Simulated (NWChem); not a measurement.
System: CH₄OSi, singlet; SMILES C[Si]O

```xyz
7

Si     0.6239     0.1532    -0.0015
C     -0.4257    -1.4440     0.0042
H     -0.2195    -2.0225    -0.9245
H     -1.5147    -1.2446     0.0732
H     -0.1142    -2.1016     0.8457
O     -0.6627     1.2657     0.0006
H     -0.3375     2.1860    -0.0075
```
Atoms are numbered in this order, from 1.

Results from NWChem. Low-valent species are run as closed-shell singlets; no triplet was tried in these runs. All runs use the structure optimised with PBE-D3(BJ)/def2-SVP. Level: PBE/def2-SVP with SMD (1 M gas to 1 M solution), gas-phase geometry. Reactions with the solvent are ignored.

For solvent methanol:

solvation free energy (kcal/mol): -5.1
cavity-dispersion-structure term (kcal/mol): 0.4

Problem. What are these values for solvent tetrahydrofuran?

Solution. The solvation free energy (kcal/mol) is -3.6 and the cavity-dispersion-structure term (kcal/mol) comes out as -0.9.
